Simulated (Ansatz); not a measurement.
Born–Oppenheimer molecular dynamics of H$_{10}$Si$_{4}$ (14 atoms, charge 0, multiplicity 1). It starts from a relaxed structure.

These are results of RKS B3LYP-D4/STO-3G in Ansatz, not measurements.

```
ensemble        : NVT, Langevin thermostat
time step       : 0.25 fs
steps asked     : 150
set temperature : 300 K
friction        : 0.01 /fs
masses          : H 2.014 u
seed            : 719362
```

Frames 0.5 fs apart, positions in Å.

Velocities at 15 fs (Å/ps):

```
Si 0.05 1.47 -0.35
H -1.27 10.23 -0.11
Si 0.78 1.59 -0.02
H -8.85 -9.49 -11.44
H -3.60 -0.98 4.97
H -1.22 -21.12 -6.94
Si -2.80 -2.32 -2.47
H 21.61 -2.83 6.19
H -1.96 6.12 1.70
H -11.81 -4.24 -5.83
Si -0.87 1.39 -2.39
H -10.59 3.59 -19.05
H 3.07 -7.65 -8.26
H -8.28 -10.63 11.65
```

```xyz
14
Properties=species:S:1:pos:R:3 time_fs=15 energy_less_start_eV=0.288 T=178
Si 0.029 -0.055 -0.074
H -0.075 -0.244 1.368
Si 2.169 0.056 -0.750
H 2.692 -1.250 -0.435
H 2.191 0.146 -2.204
H 3.102 1.028 -0.122
Si -1.124 1.804 -0.519
H -2.455 1.640 0.082
H -0.531 3.010 0.041
H -1.473 2.153 -1.841
Si -1.031 -1.852 -0.945
H -2.431 -1.883 -0.580
H -1.027 -1.713 -2.369
H -0.513 -3.134 -0.631
14
Properties=species:S:1:pos:R:3 time_fs=15.5 energy_less_start_eV=0.271 T=194
Si 0.029 -0.054 -0.074
H -0.076 -0.239 1.368
Si 2.170 0.057 -0.749
H 2.688 -1.256 -0.440
H 2.189 0.146 -2.201
H 3.101 1.017 -0.125
Si -1.125 1.803 -0.521
H -2.444 1.638 0.086
H -0.532 3.012 0.042
H -1.479 2.150 -1.845
Si -1.031 -1.851 -0.946
H -2.436 -1.882 -0.589
H -1.025 -1.717 -2.373
H -0.518 -3.140 -0.625
14
Properties=species:S:1:pos:R:3 time_fs=16 energy_less_start_eV=0.257 T=210
Si 0.029 -0.053 -0.074
H -0.075 -0.233 1.369
Si 2.170 0.058 -0.749
H 2.685 -1.262 -0.446
H 2.188 0.147 -2.197
H 3.099 1.005 -0.129
Si -1.127 1.802 -0.522
H -2.433 1.637 0.089
H -0.534 3.014 0.045
H -1.484 2.148 -1.851
Si -1.032 -1.851 -0.947
H -2.442 -1.881 -0.598
H -1.022 -1.720 -2.378
H -0.521 -3.146 -0.619
14
Properties=species:S:1:pos:R:3 time_fs=16.5 energy_less_start_eV=0.249 T=212
Si 0.029 -0.053 -0.074
H -0.075 -0.228 1.370
Si 2.171 0.059 -0.749
H 2.682 -1.269 -0.451
H 2.188 0.149 -2.193
H 3.097 0.994 -0.132
Si -1.129 1.801 -0.522
H -2.421 1.634 0.093
H -0.536 3.015 0.046
H -1.490 2.144 -1.858
Si -1.032 -1.850 -0.948
H -2.448 -1.880 -0.607
H -1.020 -1.725 -2.385
H -0.525 -3.152 -0.613
14
Properties=species:S:1:pos:R:3 time_fs=17 energy_less_start_eV=0.249 T=208
Si 0.029 -0.052 -0.074
H -0.073 -0.221 1.371
Si 2.172 0.059 -0.749
H 2.680 -1.276 -0.456
H 2.188 0.151 -2.190
H 3.095 0.982 -0.135
Si -1.130 1.800 -0.522
H -2.411 1.631 0.097
H -0.538 3.016 0.047
H -1.494 2.140 -1.865
Si -1.033 -1.849 -0.949
H -2.453 -1.879 -0.617
H -1.017 -1.730 -2.392
H -0.527 -3.159 -0.607
14
Properties=species:S:1:pos:R:3 time_fs=17.5 energy_less_start_eV=0.258 T=212
Si 0.029 -0.052 -0.074
H -0.071 -0.215 1.372
Si 2.172 0.059 -0.749
H 2.677 -1.284 -0.461
H 2.188 0.153 -2.188
H 3.091 0.971 -0.138
Si -1.132 1.799 -0.523
H -2.400 1.627 0.101
H -0.539 3.017 0.048
H -1.498 2.136 -1.873
Si -1.034 -1.849 -0.950
H -2.458 -1.878 -0.626
H -1.014 -1.735 -2.398
H -0.530 -3.165 -0.601
14
Properties=species:S:1:pos:R:3 time_fs=18 energy_less_start_eV=0.273 T=185
Si 0.030 -0.052 -0.074
H -0.068 -0.210 1.372
Si 2.173 0.060 -0.749
H 2.674 -1.290 -0.465
H 2.188 0.156 -2.186
H 3.089 0.960 -0.141
Si -1.135 1.799 -0.523
H -2.391 1.624 0.105
H -0.539 3.016 0.048
H -1.502 2.131 -1.880
Si -1.035 -1.848 -0.951
H -2.462 -1.877 -0.636
H -1.011 -1.740 -2.405
H -0.532 -3.171 -0.593
14
Properties=species:S:1:pos:R:3 time_fs=18.5 energy_less_start_eV=0.292 T=171
Si 0.030 -0.052 -0.075
H -0.066 -0.205 1.372
Si 2.174 0.060 -0.749
H 2.671 -1.296 -0.469
H 2.189 0.160 -2.184
H 3.087 0.951 -0.143
Si -1.137 1.798 -0.523
H -2.383 1.621 0.110
H -0.541 3.016 0.049
H -1.506 2.126 -1.889
Si -1.036 -1.847 -0.952
H -2.465 -1.875 -0.644
H -1.007 -1.745 -2.412
H -0.533 -3.177 -0.587
14
Properties=species:S:1:pos:R:3 time_fs=19 energy_less_start_eV=0.312 T=160
Si 0.030 -0.051 -0.075
H -0.063 -0.198 1.372
Si 2.174 0.060 -0.749
H 2.668 -1.301 -0.473
H 2.191 0.164 -2.182
H 3.085 0.943 -0.145
Si -1.139 1.798 -0.523
H -2.377 1.619 0.116
H -0.543 3.015 0.049
H -1.509 2.120 -1.897
Si -1.038 -1.847 -0.952
H -2.469 -1.873 -0.651
H -1.003 -1.749 -2.418
H -0.535 -3.182 -0.581
14
Properties=species:S:1:pos:R:3 time_fs=19.5 energy_less_start_eV=0.330 T=156
Si 0.030 -0.051 -0.075
H -0.060 -0.191 1.373
Si 2.175 0.059 -0.749
H 2.664 -1.305 -0.478
H 2.193 0.168 -2.179
H 3.084 0.936 -0.146
Si -1.141 1.797 -0.524
H -2.371 1.618 0.122
H -0.545 3.013 0.050
H -1.511 2.114 -1.904
Si -1.039 -1.846 -0.953
H -2.471 -1.871 -0.659
H -0.999 -1.754 -2.424
H -0.538 -3.186 -0.575
14
Properties=species:S:1:pos:R:3 time_fs=20 energy_less_start_eV=0.341 T=153
Si 0.030 -0.050 -0.075
H -0.056 -0.183 1.373
Si 2.176 0.059 -0.749
H 2.661 -1.309 -0.483
H 2.195 0.172 -2.177
H 3.085 0.931 -0.146
Si -1.143 1.797 -0.524
H -2.367 1.615 0.129
H -0.547 3.011 0.050
H -1.512 2.108 -1.911
Si -1.040 -1.845 -0.954
H -2.474 -1.869 -0.666
H -0.996 -1.760 -2.429
H -0.541 -3.188 -0.568
14
Properties=species:S:1:pos:R:3 time_fs=20.5 energy_less_start_eV=0.344 T=158
Si 0.030 -0.050 -0.076
H -0.052 -0.176 1.373
Si 2.176 0.058 -0.748
H 2.659 -1.312 -0.488
H 2.197 0.176 -2.175
H 3.086 0.927 -0.144
Si -1.145 1.797 -0.525
H -2.365 1.612 0.137
H -0.549 3.008 0.050
H -1.512 2.101 -1.918
Si -1.042 -1.845 -0.955
H -2.475 -1.866 -0.674
H -0.991 -1.766 -2.433
H -0.544 -3.190 -0.562
```

Of the whole run (38 fs, mean temperature of the second half 213 K): The mean temperature of the second half is 29 % below the set value. A run of 0.037 ps of so small a system gives no equilibrium averages. Limits of this set-up: minimal basis.

Time of the run: 7.1 min on 1 thread of Arm Neoverse V1, with other jobs on the host, peak memory 0.12 GiB.
